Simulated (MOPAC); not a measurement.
MOPAC input (MNDO):

```
MNDO 1SCF UHF MS=0.5 GEO-OK AUX(PRECISION=9) THREADS=1
CH6BN2

C    -0.76576500 1   -1.30630900 1   -0.32739300 1
B    -0.00327000 1   -0.00557900 1   -0.00139800 1
N    -0.63673200 1    1.00667700 1    0.77251000 1
N     1.32614200 1    0.16938000 1   -0.47776200 1
H    -1.77995400 1   -1.49680400 1    0.00755400 1
H    -0.33598600 1   -2.11275300 1   -0.91219700 1
H    -0.20628300 1    1.87888900 1    1.02538900 1
H    -1.57310200 1    0.90704700 1    1.11981900 1
H     1.79445500 1   -0.52944300 1   -1.02518200 1
H     1.88594000 1    0.98641600 1   -0.30727400 1
```

Output:

```
 *******************************************************************************
 **                                                                           **
 **                              MOPAC v23.2.5                                **
 **                                                                           **
 *******************************************************************************
 ** MOPAC's Digital Object Identifier: https://doi.org/10.5281/zenodo.6511958 **
 **                                                                           **
 ** Please cite the open-source release paper for use of this MOPAC version:  **
 ** J. E. Moussa and J. J. P. Stewart (2026)                                  **
 ** MOPAC: An open-source semiempirical molecular orbital program             **
 ** J. Open Source Softw., 11(119), 8025, https://doi.org/10.21105/joss.08025 **
 *******************************************************************************

                              MNDO CALCULATION RESULTS

 *******************************************************************************
 *  MNDO       - The MNDO Hamiltonian to be used
 *  GEO-OK     - OVERRIDE INTERATOMIC DISTANCE AND OTHER SAFETY CHECKS
 *  UHF        - UNRESTRICTED HARTREE-FOCK CALCULATION
 *  MS=        - IN MECI, MAGNETIC COMPONENT OF SPIN =  0.5
 *  1SCF       - DO 1 SCF AND THEN STOP
 *  AUX        - OUTPUT AUXILIARY INFORMATION
 *******************************************************************************
MNDO 1SCF UHF MS=0.5 GEO-OK AUX(PRECISION=9) THREADS=1
 CH6BN2

   ATOM   CHEMICAL          X               Y               Z
  NUMBER   SYMBOL      (ANGSTROMS)     (ANGSTROMS)     (ANGSTROMS)

     1       C         -0.76576500  *  -1.30630900  *  -0.32739300  *
     2       B         -0.00327000  *  -0.00557900  *  -0.00139800  *
     3       N         -0.63673200  *   1.00667700  *   0.77251000  *
     4       N          1.32614200  *   0.16938000  *  -0.47776200  *
     5       H         -1.77995400  *  -1.49680400  *   0.00755400  *
     6       H         -0.33598600  *  -2.11275300  *  -0.91219700  *
     7       H         -0.20628300  *   1.87888900  *   1.02538900  *
     8       H         -1.57310200  *   0.90704700  *   1.11981900  *
     9       H          1.79445500  *  -0.52944300  *  -1.02518200  *
    10       H          1.88594000  *   0.98641600  *  -0.30727400  *

          CARTESIAN COORDINATES

    NO.       ATOM           X           Y           Z

     1         C         -0.7658     -1.3063     -0.3274
     2         B         -0.0033     -0.0056     -0.0014
     3         N         -0.6367      1.0067      0.7725
     4         N          1.3261      0.1694     -0.4778
     5         H         -1.7800     -1.4968      0.0076
     6         H         -0.3360     -2.1128     -0.9122
     7         H         -0.2063      1.8789      1.0254
     8         H         -1.5731      0.9070      1.1198
     9         H          1.7945     -0.5294     -1.0252
    10         H          1.8859      0.9864     -0.3073

  H: (MNDO): M.J.S. DEWAR, W. THIEL, J. AM. CHEM. SOC., 99, 4899, (1977)
  B: (MNDO): M.J.S. DEWAR, M.L. MCKEE, J. AM. CHEM. SOC., 99, 5231, (1977)
  C: (MNDO): M.J.S. DEWAR, W. THIEL, J. AM. CHEM. SOC., 99, 4899, (1977)
  N: (MNDO): M.J.S. DEWAR, W. THIEL, J. AM. CHEM. SOC., 99, 4899, (1977)

           Empirical Formula: C H6 N2 B  =    10 atoms

      MOLECULAR POINT GROUP   :   C2v

          UHF CALCULATION, NO. OF ALPHA ELECTRONS =   12
                           NO. OF BETA  ELECTRONS =   11

 -------------------------------------------------------------------------------
 MNDO 1SCF UHF MS=0.5 GEO-OK AUX(PRECISION=9) THREADS=1
 CH6BN2

     1SCF WAS SPECIFIED, SO BFGS WAS NOT USED
     SCF FIELD WAS ACHIEVED

                              MNDO CALCULATION
                                                       MOPAC v23.2.5 Linux

          FINAL HEAT OF FORMATION =        -30.81659 KCAL/MOL =    -128.93662 KJ/MOL

          COSMO AREA              =        103.69 SQUARE ANGSTROMS
          COSMO VOLUME            =         86.74 CUBIC ANGSTROMS

          IONIZATION POTENTIAL    =          9.095977 EV
          ALPHA SOMO LUMO (EV)    =         -9.096  2.667
          BETA  SOMO LUMO (EV)    =         -9.484  0.988
          NO. OF ALPHA ELECTRONS  =         12
          NO. OF BETA  ELECTRONS  =         11
          MOLECULAR WEIGHT        =         56.8818         POINT GROUP:  C2v

          MOLECULAR DIMENSIONS (Angstroms)

            Atom       Atom       Distance
            H    10    H     5     4.43895
            H     7    H     6     3.85389
            N     3    B     2     0.00000

          SCF CALCULATIONS        =          1

   ATOM   CHEMICAL          X               Y               Z
  NUMBER   SYMBOL      (ANGSTROMS)     (ANGSTROMS)     (ANGSTROMS)

     1       C         -0.76576500  *  -1.30630900  *  -0.32739300  *
     2       B         -0.00327000  *  -0.00557900  *  -0.00139800  *
     3       N         -0.63673200  *   1.00667700  *   0.77251000  *
     4       N          1.32614200  *   0.16938000  *  -0.47776200  *
     5       H         -1.77995400  *  -1.49680400  *   0.00755400  *
     6       H         -0.33598600  *  -2.11275300  *  -0.91219700  *
     7       H         -0.20628300  *   1.87888900  *   1.02538900  *
     8       H         -1.57310200  *   0.90704700  *   1.11981900  *
     9       H          1.79445500  *  -0.52944300  *  -1.02518200  *
    10       H          1.88594000  *   0.98641600  *  -0.30727400  *

                             CARTESIAN COORDINATES

   1    C       -0.765765000    -1.306309000    -0.327393000
   2    B       -0.003270000    -0.005579000    -0.001398000
   3    N       -0.636732000     1.006677000     0.772510000
   4    N        1.326142000     0.169380000    -0.477762000
   5    H       -1.779954000    -1.496804000     0.007554000
   6    H       -0.335986000    -2.112753000    -0.912197000
   7    H       -0.206283000     1.878889000     1.025389000
   8    H       -1.573102000     0.907047000     1.119819000
   9    H        1.794455000    -0.529443000    -1.025182000
  10    H        1.885940000     0.986416000    -0.307274000

           Empirical Formula: C H6 N2 B  =    10 atoms

      MOLECULAR POINT GROUP   :   C2v

          ALPHA EIGENVALUES
 -34.76920 -32.42071 -29.43733 -19.65681 -17.76707 -17.65773 -15.61358 -13.52673
 -12.90417 -12.48421  -9.75430  -9.09598   2.66671   3.64394   3.99197   5.04162
   5.05241   5.32372   6.16626   6.41884   8.46679   8.80756

           BETA EIGENVALUES
 -34.59679 -32.34423 -27.94749 -19.60828 -17.68650 -17.63343 -15.58940 -13.30782
 -12.60235 -12.11555  -9.48416   0.98822   2.82979   4.03416   4.29845   5.28416
   5.39668   6.00230   6.17960   6.43952   8.66966   8.80972

              NET ATOMIC CHARGES AND DIPOLE CONTRIBUTIONS

  ATOM NO.   TYPE          CHARGE      No. of ELECS.   s-Pop       p-Pop
    1          C          -0.054581        4.0546     1.26680     2.78778
    2          B           0.044534        2.9555     1.08139     1.87407
    3          N          -0.333437        5.3334     1.43070     3.90273
    4          N          -0.333437        5.3334     1.43070     3.90273
    5          H           0.019693        0.9803     0.98031
    6          H           0.019693        0.9803     0.98031
    7          H           0.154077        0.8459     0.84592
    8          H           0.164691        0.8353     0.83531
    9          H           0.164691        0.8353     0.83531
   10          H           0.154077        0.8459     0.84592
 DIPOLE           X         Y         Z       TOTAL
 POINT-CHG.     0.314     0.536     0.134     0.635
 HYBRID         0.196     0.335     0.084     0.397
 SUM            0.510     0.871     0.218     1.033

          ATOMIC ORBITAL ELECTRON POPULATIONS

     Atom    s        px        py        pz
    1  C   1.26680   0.91295   0.93000   0.94483
    2  B   1.08139   0.65281   0.68019   0.54108
    3  N   1.43070   1.14531   1.18890   1.56853
    4  N   1.43070   1.17357   1.16834   1.56083
    5  H   0.98031
    6  H   0.98031
    7  H   0.84592
    8  H   0.83531
    9  H   0.83531
   10  H   0.84592

                    (SZ)    =    0.500000
                    (S**2)  =    0.759285

          ATOMIC ORBITAL SPIN POPULATIONS

    Atom   Total    s     px     py     pz
         Atomic
    1  C  1.0915  0.052  0.163  0.205  0.672
    2  B -0.0537 -0.018 -0.009 -0.021 -0.006
    3  N  0.0376  0.001  0.006  0.007  0.024
    4  N  0.0376  0.001  0.004  0.007  0.024
    5  H -0.0515 -0.051
    6  H -0.0515 -0.051
    7  H -0.0035 -0.003
    8  H -0.0016 -0.002
    9  H -0.0016 -0.002
   10  H -0.0035 -0.003

 **********************
 *                    *
 * JOB ENDED NORMALLY *
 *                    *
 **********************

 == MOPAC DONE ==
```

The geometry given is a B3LYP-D3(BJ)/def2-TZVP minimum.
